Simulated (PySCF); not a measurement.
Computed shifts of a molecule C4H4F2, PySCF with PBE/pcSseg-1, GIAO, gas phase, equivalent atoms averaged, in ppm (number of nuclei): ¹⁹F: -133.6 (2). ¹³C: 157.2 (2), 108.7 (2). ¹H: 6.90 (2), 5.98 (2). References: ¹⁹F against CFCl3 (σ = 133.6 ppm); ¹³C against TMS (σ = 182.0 ppm); ¹H against TMS (σ = 31.49 ppm), references at their B3LYP-D3(BJ)/def2-TZVP geometries, non-relativistic. Geometry: PBE0-D3(BJ)/def2-SVP. One conformer was computed; it need not be the lowest.

### Question
Which structure fits?
A. C=C/C(F)=C/F
B. F/C=C\C=C/F
C. FC1=C[C@@H](F)C1
D. FC1=CC[C@H]1F

### Answer
B, F/C=C\C=C/F
